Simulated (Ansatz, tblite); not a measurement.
Removing and adding an electron: Hg3H12Se3. Charge 0, multiplicity 1. Geometry: PBE-D4/def2-SVP. Ansatz, gas phase; energy differences of separate SCF runs; the oxidised species was run as a doublet alone; the reduced species was run as a doublet alone.

```tsv
atom	x (Å)	y (Å)	z (Å)
Se1	-2.279	-0.689	-0.072
Hg2	-1.705	-1.557	3.228
Se3	1.242	-0.204	2.020
Hg4	-2.070	0.342	-3.368
Se5	1.026	0.927	-1.939
Hg6	3.799	1.142	0.118
H7	-2.991	-1.950	-0.401
H8	-3.565	0.000	0.202
H9	-2.227	-0.061	3.757
H10	-1.220	-3.088	2.771
H11	1.465	0.683	3.190
H12	2.099	-1.257	2.619
H13	-2.595	1.877	-2.972
H14	-1.592	-1.187	-3.839
H15	1.145	2.314	-2.455
H16	1.784	0.398	-3.100
H17	4.293	-0.385	-0.343
H18	3.392	2.694	0.582
```

In the def2 sets Hg takes a core potential; there is no spin–orbit coupling. The xTB rows come from tblite. HOMO above LUMO, or a gap near zero within one spin, warns that the state may not be the lowest or that an electron is smeared out. In the singlet geometry the species has come apart into loosely held pieces. In the doublet geometry the species has come apart into loosely held pieces.

| level | −HOMO (eV) | vertical IE (eV) | −LUMO (eV) | vertical EA (eV) | HOMO–LUMO gap (eV) | IE − EA (eV) | remarks |
| --- | --- | --- | --- | --- | --- | --- | --- |
| GFN1-xTB | 12.11 | 13.98 | 6.17 | 3.97 | 5.94 | 10.02 | – |
| GFN2-xTB | 11.79 | 13.57 | 7.87 | 5.98 | 3.92 | 7.59 | – |
| PBE-D4/def2-SVP | 6.21 | – | 1.47 | -0.27 | 4.74 | – | HOMO above zero (-1 doublet), gap within one spin near zero (-1 doublet) |
| PBE0-D4/def2-SVP | 7.33 | 8.73 | 0.54 | -0.59 | 6.79 | 9.32 | HOMO above zero (-1 doublet) |

Relaxing the oxidised species (PBE-D4/def2-SVP) changes its energy by -0.44 eV at PBE0-D4/def2-SVP, so the adiabatic ionisation energy to this nearest minimum is 8.29 eV.  Run but left out: PBE-D4/def2-SVP (charge +1 doublet: an occupied level 0.07 eV above an empty one).   A HOMO above zero means that the electron is unbound at that level or that self-interaction error raises the level; the energy of removing that electron tells which. Raw xTB energy differences between charge states are shifted by several eV; the methods need an empirical correction for them. Sets without diffuse functions give affinities that are too small. A negative affinity means that the extra electron isn't bound; its size then hangs on the basis.
